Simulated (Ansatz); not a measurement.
Frontier orbitals of CH₃BBrF, SMILES `BC(F)Br`.

Total charge 0; spin multiplicity 1. Correlated methods include outer-core shells of Br, which these sets cover unevenly. Scalar relativity is left out up to krypton. Geometry: relaxed with PBE0-D4/def2-TZVP. Basis def2-TZVPP, Ansatz 0.2.0.

Orbital energies of one run (eV). Highest occupied ones, from the top: -8.44, -8.86, -9.15, -9.98, -10.76, -12.33, -13.78, -15.10, -15.47, -18.91, -22.74, -34.34, -72.30, -72.30. Empty: -1.66, -0.49, 0.99, 1.90, 2.13, 2.46.

Question: Which functional gave them?
A. B3LYP
B. ωB97M-V
C. ωB97X-V
D. BLYP

Answer: A. HOMO energies: B3LYP -8.44, ωB97X-V -11.09, BLYP -7.21, ωB97M-V -10.95 eV.

B3LYP here is the variant with VWN-RPA as its local correlation; programs differ in this.
